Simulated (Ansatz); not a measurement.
`[SiH3][NH][GaH][SiH3]` + `O[SiH](F)F` → `F[SiH](F)O[SiH3]` + `[NH2][GaH][SiH3]`  (ligand exchange at the Si–N bond)

Isolated molecules relaxed with PBE0-D4/def2-TZVP in Ansatz; ΔE leaves out vibrations. CCSD(T)/CBS is the MP2 limit (def2-TZVPP, def2-QZVPP) plus CCSD(T) − MP2 in def2-TZVPP, frozen cores. Functionals use def2-TZVPP. For Ga outer-core shells are correlated without core-valence functions, which leaves a few kJ/mol of doubt a bond. Scalar relativity is left out up to krypton. Each species was taken in one conformer, which may not be the lowest.

**Question.** Is it downhill or uphill in electronic energy at CCSD(T)/CBS, and by how much? (An estimate is asked.)

**Answer.** The calculation gave: Downhill: ΔE = -48.9 kJ/mol.

**Question.** What do these levels give: PBE-D4, r2SCAN-D4, PBE0-D4, ωB97X-V, ωB97M-V, B2PLYP, PBE, PBE0, SCS-MP2/def2-TZVPP, HF/def2-QZVPP, SCS-MP2/def2-QZVPP, CCSD/CBS(def2)? (An estimate is asked.)

**Answer.** Computed: PBE-D4 -41.6, r2SCAN-D4 -48.8, PBE0-D4 -44.3, ωB97X-V -49.8, ωB97M-V -48.5, B2PLYP -51.4, PBE -43.1, PBE0 -45.5, SCS-MP2/def2-TZVPP -49.4, HF/def2-QZVPP -64.6, SCS-MP2/def2-QZVPP -51.2, CCSD/CBS(def2) -51.6 kJ/mol.

Largest T1 diagnostic among the species: 0.015.

In def2-TZVPP, CCSD(T) changes the Hartree–Fock value by +15.6 kJ/mol (the triples alone add +2.7 kJ/mol) and MP2 by +16.7 kJ/mol.
